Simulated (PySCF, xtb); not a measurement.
CH₆N, SMILES C[NH3+], charge +1.

GFN2-xTB (xtb 6.7.1) at its own geometry gives an orbital gap of 11.11 eV.

Geometry: PBE0-D3(BJ)/def2-TZVP. The isomer is the one that the SMILES or the coordinates give; other isomers of the formula were not compared.

Task: What does CAM-B3LYP/def2-TZVPD (PySCF) give? (The exact figures need the calculation; the answer reports its results.)

Result: gap 14.06 eV (levels -18.87 and -4.81 eV).
